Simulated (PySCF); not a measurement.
# Vibration and rotation of KO

UHF-CCSD(T) constants of KO, ²Π (doublet), unpaired electrons π ↑ (basis K 6-311G(d,p), O 6-311G(d,p); no relativity; PySCF 2.14; masses 38.9637 and 15.9949 u):

* ωe: 404.8 cm⁻¹
* ωexe: 2.56 cm⁻¹
* Be: 0.2742 cm⁻¹
* αe: 0.00241 cm⁻¹
* De to K + O: 1.86 eV

Q: What force constant and bond length do these constants imply?

A: Reduced mass μred = 11.340 u; k = 5.8918×10⁻⁷·μred·ωe² (u, cm⁻¹, mdyn/Å) = 1.09 mdyn/Å; Re = √(16.8576/(μred·Be)) (u, cm⁻¹, Å) = 2.328 Å.

Q: Estimate the centrifugal constant D from the Kratzer relation and find the Dunham coefficient a1.

A: D = 4Be³/ωe² = 5.03e-07 cm⁻¹; a1 = −1 − αeωe/(6Be²) = -3.16.

Correlated steps freeze 6 core orbitals. The state was picked by a PBE0 search and need not be the measured ground state.
